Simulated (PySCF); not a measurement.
## Energy profile

The step: BHSBrF ([F][B]([SH])[Br]) → BSF + HBr; bonds formed: Br2–H4; bonds broken: B1–Br2, S3–H4 (atoms numbered as in the saddle structure below).

```csv
atom,x (Å),y (Å),z (Å)
B1,-0.7241,0.0218,-0.1028
Br2,1.5678,0.8203,-0.4722
S3,-0.4645,-1.2528,0.9493
H4,1.0887,-0.3814,0.4339
F5,-1.4679,0.7921,-0.8082
```

Electronic energies by CCSD(T) at an estimated basis limit (MP2 extrapolated from triple and quadruple zeta, plus CCSD(T) − MP2 in triple zeta), on PBE0-D4/def2-TZVP structures; BHSBrF, singlet; no counterpoise correction. PySCF 2.14 with density fitting (its default auxiliary sets; JK sets also for MP2 and CCSD(T)); basis: def2-TZVPP and def2-QZVPP; cores frozen in the correlated methods. Filled d shells of the heavier atoms are correlated. The def2 sets are not built for correlating such inner shells, so the correlated values are less sure here. Extrapolation: Hartree–Fock as exp(−7.88 √X), correlation as X^−2.97.

(1) Give the profile in kcal/mol, counted from the start structure. (An estimate is asked for; the value comes from the calculation.)

T1 diagnostic: at most 0.016.

Results:

(1) The calculation gives:
```
                                                                             point  kcal/mol
                                                                   start structure      0.00
                                                                            saddle     47.71
                                                                     end structure     32.26
separated: BSF (linked as [F][B][S]; B1, S3, F5; singlet) + HBr (Br2, H4; singlet)     34.51
```

For scale, one of the runs: CCSD(T)/def2-TZVPP, 166 basis functions, launched by `OMP_NUM_THREADS=4 python run.py`. The run took 2.7 min on 4 CPU threads of a Oxide Virtual Turin-like (shared host), with 1.8 GiB of host memory at its peak.
